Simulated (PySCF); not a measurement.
Cu⁺: ionisation energy

Cu⁺ [Ar] 3d10 (1S) → Cu²⁺ [Ar] 3d9 (2D), as a difference of total energies. Computed with PySCF 2.14 in x2c-TZVPPall with one added diffuse shell each of s, p, d, f type (7s6p5d3f1g, 80 functions), with the spin-free X2C one-electron Hamiltonian (Gaussian nucleus). Correlated levels: valence: [Ar] frozen. The calculations carry no spin-orbit coupling.

```json
{"method": "UHF", "ionisation energy (eV)": "17.176"}
{"method": "MP2 (valence)", "ionisation energy (eV)": "20.812"}
{"method": "SCS-MP2 (valence)", "ionisation energy (eV)": "20.369"}
{"method": "CCSD (valence)", "ionisation energy (eV)": "19.792"}
{"method": "CCSD(T) (valence)", "ionisation energy (eV)": "20.015"}
```

How much does correlation contribute at CCSD(T) (valence)?

20.015 − (17.176) = 2.839 eV, measured against UHF.

The reference lies between the lowest fine-structure levels, while these numbers refer to the centres of the terms.

Errors of the correlated levels include the incompleteness of this basis and the frozen core.

For comparison: 20.292 eV (measured; NIST Atomic Spectra Database, ionization energies).
